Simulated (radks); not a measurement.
Results of a calculation; reference values are marked as such.
All-electron atom: I in [Kr] 4d10 5s2 5p5. Code: a radial shooting solver on a logarithmic mesh with Libxc functionals. Model: scalar-relativistic Kohn-Sham, PBE, spin-polarised, spherical densities, finite nucleus; open shells are filled with parallel spins first (spin-orbit coupling, left out, can overturn this in heavy ions); Fermi nuclear charge, rms radius 4.75 fm. Some entries of the table are withheld. Estimate them.

orbital,occ.,eigenvalue (eV),<1/r> (bohr^-1)
1s up,1,-32982.39,56.83
1s down,1,-32982.36,56.83
2s up,1,-5095.943,13.02
2s down,1,-5095.929,13.02
2p up,3,-4573.964,12.46
2p down,3,-4573.939,12.46
3s up,1,-1028.516,4.668
3s down,1,-1028.490,4.668
3p up,3,-859.3460,4.437
3p down,3,-859.3162,4.437
3d up,5,-605.9617,4.199
3d down,5,-605.9332,4.199
4s up,1,-180.5911,1.886
4s down,1,-180.5290,1.886
4p up,3,-127.5803,1.727
4p down,3,-127.5170,1.727
4d up,5,-50.3078,(1)
4d down,5,-50.2078,(2)
5s up,1,-17.6891,0.6623
5s down,1,-17.0721,0.6643
5p up,3,-7.3733,(3)
5p down,2,-6.7487,(4)

Answer. 
(1) 4d up <1/r> (bohr^-1): 1.440
(2) 4d down <1/r> (bohr^-1): 1.442
(3) 5p up <1/r> (bohr^-1): 0.5240
(4) 5p down <1/r> (bohr^-1): 0.5210
